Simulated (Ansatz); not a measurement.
Reaction (atomization): `FC1=CS[SiH2]1` → 2 C• + F• + 3 H• + S• + Si•

Isolated molecules relaxed with PBE0-D4/def2-TZVP in Ansatz; ΔE leaves out vibrations. CCSD(T)/CBS is the MP2 limit (def2-TZVPP, def2-QZVPP) plus CCSD(T) − MP2 in def2-TZVPP, frozen cores. This one scheme is used for every species, atoms too. DFT in def2-TZVPP. Open shells (•) are unrestricted, without spin–orbit coupling. Spin–orbit coupling would lower the free atoms: a little for C, F, S, Si.

CCSD(T)/CBS gives +3003.3 kJ/mol.

Another level gave +3027.4 kJ/mol. Which?
A. revPBE-D4/def2-TZVPP
B. LC-ωPBE/def2-TZVPP
C. B2PLYP/def2-TZVPP
D. BHLYP/def2-TZVPP

A. revPBE-D4 3027.4, BHLYP 2851.8, B2PLYP 2962.5, LC-ωPBE 3003.0 kJ/mol.

Largest T1 diagnostic among the species: 0.014.

In def2-TZVPP, CCSD(T) changes the Hartree–Fock value by +809.9 kJ/mol (the triples alone add +67.7 kJ/mol) and MP2 by +898.0 kJ/mol; breaking electron pairs costs correlation energy, which Hartree–Fock lacks. From r2SCAN to r2SCAN0 (25 % exact exchange), in def2-TZVPP and without D4, ΔE moves by −68.6 kJ/mol: exact exchange takes away binding that semilocal exchange gives to molecules.

For atomizations the MP2-based limit and the directly extrapolated one differ by several kJ/mol either way, and by 10 to 25 for some Ge, Se and Sn compounds, so smaller differences from it don't rank the levels.
